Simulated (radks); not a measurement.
Excited configurations of Sc III: one electron is placed in a higher orbital outside [Ar]. The ground configuration is [Ar] 3d1. Calculated with a radial shooting solver on a logarithmic mesh with Libxc functionals: non-relativistic Kohn-Sham, PBE, spin-polarised, spherical densities, point nucleus; open shells are filled with parallel spins first. Excitation = E - E(ground); binding = E(ion) - E, where the ion is the core of charge +3; n* = 3/sqrt(2 binding) in atomic units, and the quantum defect is n - n*.

outer orbital  excitation (eV)  binding (eV)     n*  quantum defect  eigenvalue (eV)
4s                       3.521        21.716  2.375           1.625          -18.405
4p                       7.911        17.326  2.658           1.342          -14.539
4d                      13.763        11.474  3.267           0.733           -9.521
5s                      14.175        11.062  3.327           1.673           -9.543
5p                      15.814         9.423  3.605           1.395           -8.069
6s                      18.538         6.699  4.275           1.725           -5.841
6f                      21.452         3.785  5.688           0.312           -3.238
7s                      20.736         4.501  5.216           1.784           -3.952
7p                      21.171         4.066  5.488           1.512           -3.563
7f                      22.424         2.813  6.597           0.403           -2.444

The Delta-SCF ionisation energy is 25.237 eV (NIST Atomic Spectra Database: 24.757 eV, measured). Self-interaction in the functional shifts the binding energies and quantum defects, so they are the method's values and not measured ones. Open shells are spherical and high-spin; term and fine-structure splittings are not resolved.
